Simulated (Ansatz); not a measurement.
Ansatz results at the PBE0-D4/def2-TZVP geometry: HOMO energy (B3LYP/def2-TZVPP) -7.56 eV; HOMO–LUMO gap (B3LYP/def2-TZVPP) 7.00 eV; HOMO–LUMO gap (PBE/def2-TZVPP) 5.00 eV.

Each molecule was computed in one conformer, which needn't be the lowest.

Task: Which molecule gave them?
A. `OB1CC1(F)[SeH]`
B. `COC(=N)[SiH2]F`
C. `C[S][GeH2][OH]`
D. `C#C[NH][SnH3]`

Result: B. The others give `C#C[NH][SnH3]`: -5.90, 5.11, 3.62; `C[S][GeH2][OH]`: -6.79, 6.54, 4.95; `OB1CC1(F)[SeH]`: -6.85, 5.87, 4.12.

B3LYP here is the variant with VWN-RPA as its local correlation; programs differ in this.
